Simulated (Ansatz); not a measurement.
```yaml
crystal:
  periodic: [false, false, false]
  atoms:
    - {symbol: O, position_ang: [-1.229395, 1.006558, -0.533610]}
    - {symbol: Al, position_ang: [0.153772, 0.573301, 0.211979]}
    - {symbol: Zn, position_ang: [0.644428, -1.715025, 0.033119]}
    - {symbol: F, position_ang: [1.006269, -3.370788, -0.092309]}
    - {symbol: H, position_ang: [-1.551287, 1.866517, -0.549477]}
    - {symbol: H, position_ang: [0.976213, 1.639437, 0.930288]}
basis:
  gaussian: {orbitals: def2-mTZVP}
magnetization: {spin_polarized: true, initial_magnetization: 3}
hamiltonian: {xc: {name: LC-wPBE}}
```

```sh
$ ansatz run in.yaml --threads 2 --pin off --events-out ev --progress --plain --max-ram 4352MiB
```

Shortened log:

```
Error: a molecule whose nuclei and cores have a total charge of 62 cannot have a net charge of 0 together with 3 unpaired electrons
```

In this input the number of unpaired electrons doesn't fit the electron count. The input was rejected before any iteration.
